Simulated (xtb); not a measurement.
HSSi (SMILES [Si]=[SH+]), charge +1, singlet, geometry from GFN2-xTB. Base run: GFN0-xTB (xtb 6.7.1).

Input for xtb:
```
$ xtb mol.xyz --gfn 0 --chrg 1 --json

# file mol.xyz
3

Si     1.02786580    -0.53374027    -0.01003020
S     -0.79987047     0.50345971     0.01180767
H     -1.59219374    -0.58299159    -0.04849990
```

The base run was repeated with changes; each row names its change, and settings that it needs were set with it.

| change | ΔE vs base (mEh) | HOMO-LUMO gap (eV) |
|---|---|---|
| base | 0.000 | 1.98 |
| etemp = 10000 | (withheld) | 1.98 |
| acc = 1000 | 0.000 | 1.98 |
| etemp = 3000 | (withheld) | 1.98 |
| etemp = 10 | 0.000 | 1.98 |
| acc = 0.1 | 0.000 | 1.98 |
| acc = 30 | 0.000 | 1.98 |

Task: Some entries are withheld; supply them.

Result: 
- etemp = 10000, ΔE vs base (mEh): -58.242
- etemp = 3000, ΔE vs base (mEh): -1.031
